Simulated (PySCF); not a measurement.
**Calculated NMR parameters of C/C=C(\C)COC**

```yaml
Formula: C6H12O
SMILES: C/C=C(\C)COC
Point_group_of_the_computed_structure: C1
Degrees_of_unsaturation: 1
Carbon_signals: 6
Proton_signals: 5
```

Mapped SMILES: `[CH3:1]/[CH:2]=[C:3](\[CH3:4])[CH2:5][O:6][CH3:7]`; H(Xn) means a hydrogen on atom n.

- GIAO PBE0/pcSseg-1 shieldings
- geometry from GFN2-xTB
- code: PySCF 2.14
- averaged over atoms made equivalent by symmetry, fast rotation or ring inversion, gas phase, non-relativistic Hamiltonian, one conformer

References, each an isolated molecule treated in the same way: $^{1}$H (σ = 31.72 ppm), $^{13}$C (σ = 186.93 ppm) against TMS; $^{17}$O (σ = 336.08 ppm) vs H2O.

```tsv
carbon	δC, type	δH (multiplicity)	HMBC from (2–3 bonds)	span of the C tensor (ppm)
C1	16.8, CH3	1.83 (d)	H(C2)	30
C2	133.0, CH	5.73 (q)	H(C5), H(C1), H(C4)	200
C3	140.3, C	–	H(C2), H(C5), H(C1), H(C4)	214
C4	14.1, CH3	1.83 (s)	H(C2), H(C5)	28
C5	82.2, CH2	3.91 (s)	H(C2), H(C7), H(C4)	57
C7	57.2, CH3	3.24 (s)	H(C5)	84
```

Other nuclei:
```
atoms   nucleus   environment  δ (ppm)  σ (ppm)
   O6  $^{17}$O  ether oxygen     24.9    311.2
```

Carbon types of the structure: 1 × C, 1 × CH, 1 × CH2, 3 × CH3, which accounts for all hydrogens. δC 140.3: fully substituted alkene carbon; as expected for a trigonal carbon in a double bond. δC 133.0: alkene CH; an sp2 carbon of a C=C bond. δC 82.2: allylic sp3 CH2 bonded to O; pulled downfield by the heteroatom. δC 57.2: methyl carbon bonded to O; pulled downfield by the heteroatom. δH 5.73: hydrogen on an alkene CH; a vinylic proton, deshielded by the sp2 carbon and the C=C anisotropy.

Shifts are as computed. Against solution values, carbons near 30 ppm lie about +3 ppm off and those near 130 ppm about +5 ppm. Of 1211 compounds with measured shifts, 218 miss one by over three times the rms of a fit or turn the order of signals round; such compounds aren't used in these exercises. Experimental scales use liquid or dissolved standards, which lie at an offset from isolated H2O (liquid H2O: subtract about 36 ppm). Multiplicities follow the n + 1 count of equivalent neighbours, as no J values were calculated; m marks all less simple cases, F and P coupling included.
